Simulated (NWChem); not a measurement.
C3H3, doublet; SMILES [CH]=C=C

Computed with NWChem. Pople sets run with spherical d functions. Spin-unrestricted. In the optimisation the excess spin sits in b1 (C2v, its own frame). All runs use the structure optimised with PBE0/def2-SVP, spin-unrestricted. No stability test was run on the SCF state. Solvent water, SMD (1 M gas to 1 M solution), gas-phase geometry. Reactions with the solvent are ignored.

Order these by “dipole in solution (D)”, lowest first: PBE0/6-311G**; PBE0/3-21G; PBE0/STO-3G; PBE0/6-31G*.

PBE0/STO-3G (0.01), PBE0/6-31G* (0.17), PBE0/3-21G (0.24), PBE0/6-311G** (0.30)
